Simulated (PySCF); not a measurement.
**Pt (platinum, neutral) across methods**

[Xe] 4f14 5d9 6s1, high-spin 3D determinant. Calculation: PySCF 2.14, in ANO-RCC-VTZP (8s7p5d3f1g, 84 functions); the spin-free X2C one-electron Hamiltonian (Gaussian nucleus).

```json
{"method": "LDA", "E (hartree)": "-18403.78", "mean ε 5d α (eV)": "-6.863", "mean ε 6s α (eV)": "-6.312", "mean ε 5d β (eV)": "-6.012", "Σ⟨r²⟩ (bohr²)": "61.39", "⟨S²⟩": "2.000"}
{"method": "PBE0", "E (hartree)": "-18414.99", "mean ε 5d α (eV)": "-8.070", "mean ε 6s α (eV)": "-6.644", "mean ε 5d β (eV)": "-7.080", "Σ⟨r²⟩ (bohr²)": "60.93", "⟨S²⟩": "2.001"}
{"method": "UHF", "E (hartree)": "-18409.48346", "mean ε 5d α (eV)": "-11.865", "mean ε 6s α (eV)": "-7.906", "mean ε 5d β (eV)": "-10.624", "Σ⟨r²⟩ (bohr²)": "61.21", "⟨S²⟩": "2.004"}
{"method": "PBE", "E (hartree)": "-18415.26", "mean ε 5d α (eV)": "-6.613", "mean ε 6s α (eV)": "-5.982", "mean ε 5d β (eV)": "-5.694", "Σ⟨r²⟩ (bohr²)": "61.39", "⟨S²⟩": "2.001"}
```

Q: Estimate the same row for r2SCAN.

A: E (hartree) = -18415.26; mean ε 5d α (eV) = -7.180; mean ε 6s α (eV) = -5.854; mean ε 5d β (eV) = -5.985; Σ⟨r²⟩ (bohr²) = 61.09; ⟨S²⟩ = 2.003.

Spin-orbit coupling, absent here, splits the open shell strongly.
